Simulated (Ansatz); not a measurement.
Gas-phase reaction R1 → P1 + P2, each structure at its B3LYP-D3(BJ)/def2-TZVP stationary point, reached from a drawn start (curvature not checked).
R1: HCl (SMILES Cl), charge 0, multiplicity 1.
P1: Cl atom, charge 0, multiplicity 2.
P2: H atom, charge 0, multiplicity 2.

P less R. No zero-point or thermal terms; singlets are restricted closed shells; open shells are unrestricted; no spin–orbit coupling.

Cores are frozen in the correlated methods. CBS(a, b) extrapolates the correlation energy as X⁻³ and adds the Hartree–Fock energy of set b.

Codes used: Ansatz (a first-principles code). All values are computed, each at the level named.

PBE/def2-TZVPP gives 444.7 kJ/mol for the reaction energy.

Predict the shift from PBE, with its sign, for: r2SCAN/def2-TZVPP, B3LYP/def2-TZVPP, wB97M-V/def2-TZVPP, B2PLYP/def2-TZVPP, MP2/CBS(cc-pV(T+d)Z, cc-pV(Q+d)Z), CCSD(T)/CBS(cc-pV(T+d)Z, cc-pV(Q+d)Z).

r2SCAN/def2-TZVPP -0.9; B3LYP/def2-TZVPP -5.9; wB97M-V/def2-TZVPP 3.9; B2PLYP/def2-TZVPP -6.8; MP2/CBS(cc-pV(T+d)Z, cc-pV(Q+d)Z) 8.2; CCSD(T)/CBS(cc-pV(T+d)Z, cc-pV(Q+d)Z) 5.4 kJ/mol. 3 of 6 lie above PBE; the widest gap is to MP2/CBS(cc-pV(T+d)Z, cc-pV(Q+d)Z).
